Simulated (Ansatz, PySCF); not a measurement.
Molecule: sum formula GeSiH3 (charge 0, doublet). It need not be the lowest isomer of its formula. 
Geometry from a B3LYP-D3(BJ)/def2-TZVP (Ansatz, a quantum-chemistry and plane-wave program) optimisation:
```xyz
5

Si    -1.5762    -0.0277     0.5324
Ge     0.6453     0.0510    -0.2122
H     -1.7271    -1.4159    -0.0718
H      1.6007    -1.1368    -0.4970
H      1.5447     1.3070    -0.0926
```
Charge 0, spin multiplicity 2.

Dipole moments at this geometry, in debye (magnitudes).

| level | program | dipole (D) |
|---|---|---|
| BP86/def2-TZVPD | PySCF | 0.85 |
| r2SCAN/def2-TZVPD | Ansatz | 0.93 |
| B97M-V/def2-TZVPD | Ansatz | 0.95 |
| B3LYP/def2-TZVPD | Ansatz | 0.79 |
| PBE0/def2-TZVPD | Ansatz | … |
| BHLYP/def2-TZVPD | Ansatz | 0.80 |
| TPSSh/def2-TZVPD | PySCF | 0.95 |
| r2SCANh/def2-TZVPD | Ansatz | 0.92 |
| PW6B95/def2-TZVPD | PySCF | 0.85 |
| CAM-B3LYP/def2-TZVPD | Ansatz | 0.80 |
| LC-wPBE/def2-TZVPD | Ansatz | 0.93 |
| wB97M-V/def2-TZVPD | Ansatz | 0.66 |
| CCSD(T)/def2-SVPD | Ansatz | … |

### Question
What belongs in the gaps?

### Answer

- PBE0/def2-TZVPD, dipole (D): 0.97
- CCSD(T)/def2-SVPD, dipole (D): 0.84
